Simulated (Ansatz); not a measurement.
Born–Oppenheimer molecular dynamics of GaH4N (6 atoms, charge 0, multiplicity 1). It starts from a relaxed structure.

The calculation used Ansatz, RKS PBE0/def2-TZVP.

```json
{
 "ensemble": "NVE (velocity Verlet)",
 "time step": "2 fs",
 "steps asked": "40",
 "starting velocities drawn for": "700 K",
 "seed": "40727"
}
```

First frame:

```xyz
6
Properties=species:S:1:pos:R:3
Ga 0.000 0.000 0.020
N 0.000 0.000 1.833
H -0.830 -0.073 2.397
H 0.830 0.073 2.397
H 1.389 0.123 -0.683
H -1.389 -0.123 -0.683
```

(1) How far do the bonds stretch over the last three quarters of this one trajectory? (Pairs bonded in most of those frames.)

## Answers

(1) 
| bond | mean (Å) | spread (Å) | shortest | longest |
| --- | --- | --- | --- | --- |
| Ga1–N2 | 1.832 | 0.024 | 1.79 | 1.86 |
| Ga1–H5 | 1.576 | 0.076 | 1.46 | 1.68 |
| Ga1–H6 | 1.566 | 0.045 | 1.50 | 1.63 |
| N2–H3 | 1.013 | 0.017 | 0.98 | 1.04 |
| N2–H4 | 1.013 | 0.012 | 0.99 | 1.03 |

Mean temperature of the second half: 362 K. The conserved energy wandered by up to 5.3 meV per atom (net 2.6 meV per atom), which is poor conservation. Over the second half the temperature averaged 0.52 of the 700 K drawn at the start: a run that starts near a minimum puts about half its kinetic energy into the potential. A step of 2 fs is long for free X–H stretches (periods near 10 fs) and can bias their spread and the temperature. A run of 0.08 ps of so small a system gives no equilibrium averages.

Run time: 60 s on 2 threads of Arm Neoverse V1, on a shared host, peak memory 0.16 GiB.
